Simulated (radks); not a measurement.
Polarisability of neutral vanadium, [Ar] 3d3 4s2, at imaginary frequency. Calculated with a radial shooting solver on a logarithmic mesh with Libxc functionals: scalar-relativistic Kohn-Sham, LDA (Slater exchange, Perdew-Wang correlation), spin-polarised, spherical densities, finite nucleus; open shells are filled with parallel spins first; Fermi nuclear charge, rms radius 3.6002 fm. Response by self-consistent Sternheimer equations with the Hartree and adiabatic LDA kernel, the relativistic mass of each level held fixed and spin-orbit coupling left out.

w (hartree)  alpha1(iw) (bohr^3)
0.00266                    82.69
0.0143                     82.01
0.0360                     78.44
0.0697                     69.01
0.118                      53.52
0.186                      36.50
0.280                      22.77
0.413                      13.64
0.605                      8.092
0.892                      4.784
1.35                       2.761
2.12                       1.473
3.59                      0.6648
6.94                      0.2249
17.5                     0.04621

Static values: alpha1 = 82.71 bohr^3 (12.26 angstrom^3; uncoupled 155.2). C6 = 865.5, triple-dipole C9 = 51540 atomic units. One-pole (London) frequency 4 C6 / (3 alpha1^2) = 0.169 hartree, against 0.163 for minus the highest occupied eigenvalue. Recommended static value: 87 bohr^3 (Schwerdtfeger and Nagle, 2023 table).
